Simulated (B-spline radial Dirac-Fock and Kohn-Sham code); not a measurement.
## X-ray scattering factor of Er

System: the Er atom in the configuration [Xe] 4f13 6s1 (an excited configuration).

The run's input, task.json:

```json
{"items": [{
  "Z": 68,
  "q": 0,
  "cfg": [[1, 0, 2], [2, 0, 2], [2, 1, 6], [3, 0, 2], [3, 1, 6], [3, 2, 10], [4, 0, 2], [4, 1, 6], [4, 2, 10], [4, 3, 13], [5, 0, 2], [5, 1, 6], [6, 0, 1]],
  "A": 166,
  "rrms": 5.2516,
  "do": ["scatter"],
  "s": [0.0, 0.1, 0.11, 0.13, 0.16, 0.19, 0.22, 0.26, 0.3, 0.36, 0.42, 0.5, 0.59, 0.7, 0.82, 0.97, 1.15, 1.35, 1.6, 1.88, 2.22, 2.62, 3.1],
  "pz": [0, 0.1, 0.2, 0.3, 0.4, 0.5, 0.6, 0.8, 1.0, 1.2, 1.4, 1.6, 1.8, 2.0, 2.5, 3.0, 4.0, 5.0, 7.0, 10.0, 15.0, 20.0, 30.0, 40.0, 60.0, 100.0],
  "hv_scatter": [2000, 8047.8, 10000, 17479.3, 20000, 100000, 200000, 500000]
}]}
```

Command: `python xray_run.py task.json out`

Method: relativistic Hartree-Fock (Dirac-Fock) wave functions, averaged over the configuration. Computed with a B-spline atomic structure program. f₀ is the Fourier transform of the spherical electron density, S the Waller-Hartree incoherent function, and s = sin θ/λ. The electron scattering factor follows from the Mott-Bethe formula f_e = 0.023934 Å⁻¹·(Z − f₀)/s².

```
s (Å⁻¹)      f₀       S  f_e (Å)
      0  68.000   0.000        –
    0.1  64.214   4.176    9.062
   0.11  63.614   4.730    8.675
   0.13  62.360   5.865    7.988
   0.16  60.358   7.581    7.145
   0.19  58.246   9.244    6.467
   0.22  56.077  10.816    5.896
   0.26  53.186  12.777    5.245
    0.3  50.385  14.612    4.684
   0.36  46.473  17.173    3.976
   0.42  42.958  19.511    3.398
    0.5  38.842  22.298    2.791
   0.59  34.848  25.081    2.279
    0.7  30.684  28.142    1.823
   0.82  26.897  31.164    1.463
   0.97  23.156  34.564    1.141
   1.15  19.912  38.214    0.870
   1.35  17.461  41.792    0.664
    1.6  15.330  45.509    0.492
   1.88  13.398  48.716    0.370
   2.22  11.234  51.617    0.276
   2.62   8.997  54.186    0.206
    3.1   7.031  56.561    0.152
```

f₀ starts at the number of electrons, 68, and has fallen to half at s ≈ 0.61 Å⁻¹. The sum of ⟨r²⟩ over the electrons is 71.18 bohr². It fixes the forward electron scattering factor, f_e(0) = (a₀/3)Σ⟨r²⟩ = 12.555 Å.
